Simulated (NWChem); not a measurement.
Molecule: SiSbH₃Cl₂; SMILES [Cl][Sb]([SiH3])[Cl]

def2 effective core potentials on Sb; no spin-orbit coupling.

**Question.** Give the equilibrium geometry at PBE0/def2-SVP with def2 effective core potentials on Sb (NWChem) as a list of bonds and angles, with the point group.

**Answer.** point group Cs; any orientation.
Bond lengths (Å): Sb1–Cl2 2.387, Sb1–Cl3 2.387, Sb1–Si4 2.601, Si4–H5 1.494, Si4–H6 1.489, Si4–H7 1.494. Bond angles (°): Cl2–Sb1–Cl3 100.1, Cl2–Sb1–Si4 90.5, Cl3–Sb1–Si4 90.4, Sb1–Si4–H5 108.9, Sb1–Si4–H6 107.6, Sb1–Si4–H7 109.0, H5–Si4–H6 110.9, H5–Si4–H7 109.5, H6–Si4–H7 110.9.
